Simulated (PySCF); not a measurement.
CH5BOSe, SMILES CB(O)[SeH].

The structure is a stationary point at B3LYP-D3(BJ)/def2-SVP. This is a generated structure with no PubChem entry under its InChIKey; it may be hypothetical. One conformer was computed; it need not be the lowest.

Two levels are set side by side: PBE/def2-TZVP (PySCF) and M06-2X/def2-TZVP (PySCF). Same geometry, gas phase. Differences are taken from unrounded values.

```tsv
quantity	M06-2X	PBE	PBE minus M06-2X
orbital gap (eV)	9.14	5.13	-4.01
highest occupied level (eV)	-8.13	-5.88	2.24
lowest empty level (eV)	1.01	-0.75	-1.77
dipole moment (D)	2.40	2.24	-0.16
mean polarisability (bohr³)	56.7	59.4	2.7
```

Without exact exchange PBE keeps part of each electron's self-repulsion, which lifts occupied levels and narrows the gap. PBE's more diffuse valence density responds more strongly to a field. Differences between two approximate levels are no errors against the true value.

Rough cost on one machine, each run with all the roots and properties that it gave: M06-2X against PBE about 3 times.
